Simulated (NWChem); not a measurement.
Molecule: SeF₂; SMILES F[Se]F

```xyz
3

Se     0.0000     0.0000     0.3783
F     -1.2909     0.0000    -0.7733
F      1.2909     0.0000    -0.7733
```
Atoms are numbered in this order, from 1.

Level: PBE0-D3(BJ)/def2-TZVP (NWChem), optimised geometry, unscaled harmonic frequencies. This build's default masses of Se (78.918 u) and Br (79.917 u) are each other's, which moves their modes by up to 0.6 %.

```tsv
frequency (cm⁻¹)	IR intensity (km/mol)
265	4.8
692	102.7
722	56.4
```

- zero-point energy: 2.4 kcal/mol
- thermal correction to the enthalpy at 298.15 K (with zero-point energy): 5.2 kcal/mol
- heat capacity Cv: 9.3 cal/(mol K)
- entropy at 298.15 K and 1 atm (symmetry number 2): 64.8 cal/(mol K)
- dipole moment: 1.94 D

Rigid rotor and harmonic oscillator.
